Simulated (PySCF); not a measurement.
## Basis and Hamiltonian dependence of the ionisation energy of Ar⁺

Ar⁺ [Ne] 3s2 3p5 (2P) → Ar²⁺ [Ne] 3s2 3p4 (3P). All values are computed (PySCF 2.14, energy differences of UHF-based or UKS calculations, no spin-orbit coupling). Values in eV.

```csv
basis,Hamiltonian,functions,UHF,r2SCAN,PBE0,MP2 (valence),CCSD(T) (valence),CCSD(T) (valence and next inner shell)
6-31G*,non-relativistic,18,26.385,27.682,27.629,26.948,26.889,n/a
def2-SVP,non-relativistic,18,26.666,n/a,27.838,27.317,27.252,n/a
aug-cc-pV(D+d)Z,non-relativistic,32,26.397,27.700,27.631,27.141,27.089,n/a
ANO-RCC-VTZP,spin-free X2C,34,26.357,27.647,27.596,27.343,27.350,27.348
x2c-TZVPall,spin-free X2C,37,26.368,n/a,n/a,27.331,27.330,n/a
aug-cc-pVTZ-DK,spin-free X2C,50,26.359,27.663,27.597,27.353,27.360,n/a
dyall-av2z,non-relativistic,50,26.392,27.679,27.626,27.164,27.116,n/a
"x2c-TZVPPall with one added diffuse shell each of s, p, d type",spin-free X2C,51,26.350,27.645,27.598,27.328,27.328,27.340
aug-cc-pV(T+d)Z,non-relativistic,55,26.372,27.675,27.612,27.371,27.374,n/a
"aug-cc-pV(T+d)Z with one added diffuse shell each of s, p, d, f type",non-relativistic,71,26.373,27.674,27.612,27.372,27.376,n/a
dyall-av3z,spin-free X2C,84,26.356,27.655,27.592,27.362,27.368,n/a
dyall-acv3z,non-relativistic,113,26.369,27.666,27.606,27.388,27.391,n/a
"aug-cc-pV(Q+d)Z with one added diffuse shell each of s, p, d, f, g type",non-relativistic,114,26.372,27.668,27.611,27.498,n/a,n/a
aug-cc-pV(5+d)Z,non-relativistic,136,26.370,27.671,27.606,27.549,n/a,n/a
```

Frozen in the all-electron rows: valence: [Ne]; valence and next inner shell: 1s2.

Between the lowest levels the reference is 27.630 eV (measured; NIST Atomic Spectra Database, ionization energies); it includes spin-orbit coupling, which these numbers lack.
